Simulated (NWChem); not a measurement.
# neopentane (C$_{5}$H$_{12}$); SMILES C(C)(C)(C)C

Results from NWChem. Pople sets run with spherical d functions. The geometry was optimised at PBE0/def2-SVP. Static field.

For level Hartree-Fock/6-31+G*:

```
Property                          Value
--------------------------------  -----
isotropic polarisability (bohr³)   57.0
```

### Question
How do the values read with level BHandHLYP/6-31+G* instead?

### Answer
| Quantity | Value |
|---|---|
| isotropic polarisability (bohr³) | 59.1 |
